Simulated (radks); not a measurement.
Values are calculated unless marked as measured or tabulated.
Ionisation of the lithium ion Li+, [He], to Li2+, 1s1, under several functionals. Non-relativistic Kohn-Sham, spin-unpolarised, spherical densities, point nucleus; a radial shooting solver on a logarithmic mesh with Libxc functionals.

functional                                        E(Li+) (hartree)  Exc (hartree)  IE (eV)  -e(HOMO) (eV)  <r> HOMO (bohr)  IE error (eV)
XLYP                                                      -7.29009       -1.69703   79.753         60.851           0.5788         +4.113
exchange-only PBE                                         -7.21268       -1.61504   78.498         59.582           0.5804         +2.858
LDA (Slater exchange, Perdew-Zunger correlation)          -7.14156       -1.52916   78.121         59.583           0.5848         +2.481
MS2 meta-GGA                                              -7.28906       -1.70019   80.256         61.621           0.5754         +4.616

NIST Atomic Spectra Database: 75.640 eV (theoretical). Closest: LDA (Slater exchange, Perdew-Zunger correlation). The Delta-SCF values span 2.13 eV, the total energies 0.15 hartree. The highest occupied level is 1s. Spin polarisation and multiplet splitting are left out, so open shells lie too high by an amount that depends on their filling.

Beside tabulated values, note that spin-unpolarised runs miss the spin-polarisation part of the exchange energy of open shells.
